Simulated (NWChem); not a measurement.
Program: NWChem. System: H5AlFN, charge 0, spin multiplicity 1, at a geometry optimised with PBE0/def2-SVP. The structure started from a generated list of species. Level: B3LYP/aug-cc-pVDZ, VWN1-RPA local correlation.

The NWChem input:

```
start mol
memory heap 200 mb stack 900 mb global 1100 mb
geometry units angstroms nocenter noautoz noautosym
  Al    -0.414031    -0.178093     0.541259
  H      0.322288    -1.016815     1.686487
  H     -1.935394    -0.466479     0.142021
  F      0.090628     1.427975     0.376324
  N      0.563183    -0.871947    -1.133379
  H      0.226999    -0.388359    -1.968206
  H      0.445198    -1.874252    -1.289226
  H      1.565382    -0.687029    -1.060700
end
basis spherical
  * library aug-cc-pvdz
end
dft
  xc b3lyp
  semidirect memsize 60000000 filesize 0
  iterations 100
end
task dft energy
```

Part of the output:

```
             Northwest Computational Chemistry Package (NWChem) 7.3.0
             --------------------------------------------------------

                                NWChem Input Module
                                -------------------

 Scaling coordinates for geometry "geometry" by  1.889725989
 (inverse scale =  0.529177249)

                             Geometry "geometry" -> ""
                             -------------------------

 Output coordinates in angstroms (scale by  1.889725989 to convert to a.u.)

  No.       Tag          Charge          X              Y              Z
 ---- ---------------- ---------- -------------- -------------- --------------
    1 Al                  13.0000    -0.41403100    -0.17809300     0.54125900
    2 H                    1.0000     0.32228800    -1.01681500     1.68648700
    3 H                    1.0000    -1.93539400    -0.46647900     0.14202100
    4 F                    9.0000     0.09062800     1.42797500     0.37632400
    5 N                    7.0000     0.56318300    -0.87194700    -1.13337900
    6 H                    1.0000     0.22699900    -0.38835900    -1.96820600
    7 H                    1.0000     0.44519800    -1.87425200    -1.28922600
    8 H                    1.0000     1.56538200    -0.68702900    -1.06070000

 Effective nuclear repulsion energy (a.u.)     111.9789627708

            Nuclear Dipole moment (a.u.)
            ----------------------------
        X                 Y               Z
 ---------------- ---------------- ----------------
     0.0000056692     0.0000056692     0.0000113384


 Summary of "ao basis" -> "" (spherical)
 ------------------------------------------------------------------------------
       Tag                 Description            Shells   Functions and Types
 ---------------- ------------------------------  ------  ---------------------
 *                        aug-cc-pvdz                 on all atoms

                                 NWChem DFT Module
                                 -----------------

 Summary of "ao basis" -> "ao basis" (spherical)
 ------------------------------------------------------------------------------
       Tag                 Description            Shells   Functions and Types
 ---------------- ------------------------------  ------  ---------------------
 Al                       aug-cc-pvdz               11       27   5s4p2d
 H                        aug-cc-pvdz                5        9   3s2p
 F                        aug-cc-pvdz                9       23   4s3p2d
 N                        aug-cc-pvdz                9       23   4s3p2d

 Summary of "ao basis" -> "ao basis" (spherical)
 ------------------------------------------------------------------------------
       Tag                 Description            Shells   Functions and Types
 ---------------- ------------------------------  ------  ---------------------
 Al                       aug-cc-pvdz               11       27   5s4p2d
 H                        aug-cc-pvdz                5        9   3s2p
 F                        aug-cc-pvdz                9       23   4s3p2d
 N                        aug-cc-pvdz                9       23   4s3p2d

            General Information
            -------------------
          SCF calculation type: DFT
          Wavefunction type:  closed shell.
          No. of atoms     :     8
          No. of electrons :    34
           Alpha electrons :    17
            Beta electrons :    17
          Charge           :     0
          Spin multiplicity:     1
          Use of symmetry is: off; symmetry adaption is: off
          Maximum number of iterations: 100
          AO basis - number of functions:   118
                     number of shells:    54
          Convergence on energy requested:  1.00D-06
          Convergence on density requested:  1.00D-05
          Convergence on gradient requested:  5.00D-04

              XC Information
              --------------
                         B3LYP Method XC Potential
                     Hartree-Fock (Exact) Exchange  0.200
                        Slater Exchange Functional  0.800 local
                    Becke 1988 Exchange Functional  0.720 non-local
              Lee-Yang-Parr Correlation Functional  0.810
                  VWN I RPA Correlation Functional  0.190 local

             Grid Information
             ----------------
          Grid used for XC integration:  medium
          Radial quadrature: Mura-Knowles
          Angular quadrature: Lebedev.
          Tag              B.-S. Rad. Rad. Pts. Rad. Cut. Ang. Pts.
          ---              ---------- --------- --------- ---------
          Al                  1.25       88          14.0       590
          H                   0.35       45          15.0       434
          F                   0.50       49          13.0       434
          N                   0.65       49          13.0       434
          Grid pruning is: on
          Number of quadrature shells:   411
          Spatial weights used:  Erf1

          Convergence Information
          -----------------------
          Convergence aids based upon iterative change in
          total energy or number of iterations.
          Levelshifting, if invoked, occurs when the
          HOMO/LUMO gap drops below (HL_TOL):  1.00D-02
          DIIS, if invoked, will attempt to extrapolate
          using up to (NFOCK): 10 stored Fock matrices.

                    Damping( 0%)  Levelshifting(0.5)       DIIS
                  --------------- ------------------- ---------------
          dE  on:    start            ASAP                start
          dE off:    2 iters        100 iters           100 iters

      Screening Tolerance Information
      -------------------------------
          Density screening/tol_rho:  1.00D-10
          AO Gaussian exp screening on grid/accAOfunc:  14
          CD Gaussian exp screening on grid/accCDfunc:  20
          XC Gaussian exp screening on grid/accXCfunc:  20
          Schwarz screening/accCoul:  1.00D-08

      Superposition of Atomic Density Guess
      -------------------------------------

 Sum of atomic energies:        -398.06280124

      Non-variational initial energy
      ------------------------------

 Total energy =    -398.795499
 1-e energy   =    -773.876604
 2-e energy   =     263.102142
 HOMO         =      -0.427445
 LUMO         =      -0.353081

------------------------------------------------------------
EAF file 0: "./mol.aoints.0" size=524288 bytes
------------------------------------------------------------
               write      read    awrite     aread      wait
               -----      ----    ------     -----      ----
     calls:        1         0         0         0         0
   data(b): 5.24e+05  0.00e+00  0.00e+00  0.00e+00
   time(s): 0.00e+00  0.00e+00  0.00e+00  0.00e+00  0.00e+00
rate(mb/s): 0.00e+00  0.00e+00
------------------------------------------------------------

   convergence    iter        energy       DeltaE   RMS-Dens  Diis-err    time
 ---------------- ----- ----------------- --------- --------- ---------  ------
 d= 0,ls=0.0,diis     1   -398.1837964277 -5.10D+02  3.53D+01  3.04D+00     6.1
 d= 0,ls=0.0,diis     2   -399.5097064389 -1.33D+00  1.41D-02  5.87D+00     6.9
 d= 0,ls=0.0,diis     3   -400.1132827419 -6.04D-01  6.21D-03  5.77D-01     7.7
 d= 0,ls=0.0,diis     4   -400.1736549326 -6.04D-02  1.09D-03  2.85D-02     8.6
 d= 0,ls=0.0,diis     5   -400.1764763139 -2.82D-03  2.04D-04  8.63D-04     9.4
  Resetting Diis
 d= 0,ls=0.0,diis     6   -400.1765590795 -8.28D-05  5.82D-05  1.71D-04    10.3
 d= 0,ls=0.0,diis     7   -400.1765751054 -1.60D-05  5.32D-05  1.23D-05    11.2
 d= 0,ls=0.0,diis     8   -400.1765739984  1.11D-06  1.93D-05  2.49D-05    12.1
 d= 0,ls=0.0,diis     9   -400.1765764387 -2.44D-06  2.25D-06  1.09D-07    13.1
 d= 0,ls=0.0,diis    10   -400.1765764491 -1.04D-08  6.44D-07  1.84D-08    14.1

         Total DFT energy =     -400.176576449056
      One electron energy =     -777.186307069028
           Coulomb energy =      303.000358779257
    Exchange-Corr. energy =      -37.969590930135
 Nuclear repulsion energy =      111.978962770850

 Numeric. integr. density =       33.999999695877

     Total iterative time =     12.8s

                       DFT Final Molecular Orbital Analysis
                       ------------------------------------

 Vector   15  Occ=2.000000D+00  E=-3.667448D-01
              MO Center=  1.3D-02,  1.2D+00,  4.0D-01, r^2= 1.3D+00
   Bfn.  Coefficient  Atom+Function         Bfn.  Coefficient  Atom+Function
  ----- ------------  ---------------      ----- ------------  ---------------
    52      0.465787  4 F  pz                51      0.312535  4 F  py
    55      0.308225  4 F  pz                50     -0.242865  4 F  px
    54      0.208503  4 F  py                53     -0.160313  4 F  px
     4      0.108492  1 Al s                 58      0.082176  4 F  pz
     3      0.081227  1 Al s                 28      0.072734  2 H  s

 Vector   16  Occ=2.000000D+00  E=-3.211356D-01
              MO Center= -5.0D-01, -4.4D-01,  5.7D-01, r^2= 3.1D+00
   Bfn.  Coefficient  Atom+Function         Bfn.  Coefficient  Atom+Function
  ----- ------------  ---------------      ----- ------------  ---------------
     4      0.505889  1 Al s                 28      0.254147  2 H  s
    37      0.254303  3 H  s                  3      0.239310  1 Al s
    75     -0.184959  5 N  pz                52     -0.173612  4 F  pz
    71     -0.152007  5 N  s                 50      0.145074  4 F  px
    10     -0.128712  1 Al py                78     -0.127949  5 N  pz

 Vector   17  Occ=2.000000D+00  E=-2.721141D-01
              MO Center= -6.8D-01, -5.6D-01,  8.0D-01, r^2= 2.9D+00
   Bfn.  Coefficient  Atom+Function         Bfn.  Coefficient  Atom+Function
  ----- ------------  ---------------      ----- ------------  ---------------
    28      0.320456  2 H  s                 37     -0.320350  3 H  s
     9      0.246481  1 Al px                12      0.222586  1 Al px
    11      0.168633  1 Al pz                14      0.152213  1 Al pz
    50     -0.141654  4 F  px                52     -0.097017  4 F  pz
    53     -0.094417  4 F  px                29      0.086190  2 H  s

 Vector   18  Occ=0.000000D+00  E=-4.697898D-02
              MO Center=  9.0D-01, -1.3D+00, -1.8D+00, r^2= 7.5D+00
   Bfn.  Coefficient  Atom+Function         Bfn.  Coefficient  Atom+Function
  ----- ------------  ---------------      ----- ------------  ---------------
    72      1.089172  5 N  s                103     -0.487404  7 H  s
    71      0.417966  5 N  s                  4     -0.316709  1 Al s
    94     -0.313169  6 H  s                112     -0.308152  8 H  s
    14      0.294661  1 Al pz                93     -0.269660  6 H  s
   111     -0.269019  8 H  s                102     -0.252386  7 H  s

 Vector   19  Occ=0.000000D+00  E=-2.144277D-03
              MO Center=  9.6D-02, -1.1D+00, -5.1D-01, r^2= 1.6D+01
   Bfn.  Coefficient  Atom+Function         Bfn.  Coefficient  Atom+Function
  ----- ------------  ---------------      ----- ------------  ---------------
     5      1.351370  1 Al s                103      1.105762  7 H  s
   112     -0.890250  8 H  s                 94     -0.882156  6 H  s
    16     -0.613417  1 Al py                30     -0.605051  2 H  s
    39     -0.597515  3 H  s                 72      0.423882  5 N  s
     4     -0.390252  1 Al s                 13     -0.233603  1 Al py

 Vector   20  Occ=0.000000D+00  E= 5.427494D-03
              MO Center=  8.7D-01, -3.3D-01, -1.4D+00, r^2= 1.8D+01
   Bfn.  Coefficient  Atom+Function         Bfn.  Coefficient  Atom+Function
  ----- ------------  ---------------      ----- ------------  ---------------
    94      1.502726  6 H  s                112     -1.482862  8 H  s
    39     -0.748817  3 H  s                 30      0.739535  2 H  s
    15     -0.649494  1 Al px                17     -0.445655  1 Al pz
    93      0.171289  6 H  s                111     -0.171040  8 H  s
    79      0.159319  5 N  px                16      0.150847  1 Al py

 center of mass
 --------------
 x =  -0.02713759 y =   0.16410200 z =   0.09804817

 moments of inertia (a.u.)
 ------------------
         332.782823291461          13.502962410579          59.706839234452
          13.502962410579         192.187314619966         -83.202325702307
          59.706839234452         -83.202325702307         253.514708364279

     Multipole analysis of the density
     ---------------------------------

     L   x y z        total         alpha         beta         nuclear
     -   - - -        -----         -----         ----         -------
     0   0 0 0      0.000000    -17.000000    -17.000000     34.000000

     1   1 0 0      0.839191      0.419593      0.419593      0.000006
     1   0 1 0     -1.206171     -0.603088     -0.603088      0.000006
     1   0 0 1     -1.655845     -0.827928     -0.827928      0.000011

     2   2 0 0    -20.278323    -29.909285    -29.909285     39.540247
     2   1 1 0     -1.795088      3.989602      3.989602     -9.774292
     2   1 0 1     -2.453197     15.712562     15.712562    -33.878321
     2   0 2 0    -20.817581    -63.034752    -63.034752    105.251923
     2   0 1 1      2.872332    -21.113980    -21.113980     45.100293
     2   0 0 2    -16.911358    -50.594848    -50.594848     84.278338

 Task  times  cpu:       14.2s     wall:       14.2s

 Total times  cpu:       14.2s     wall:       14.2s
```
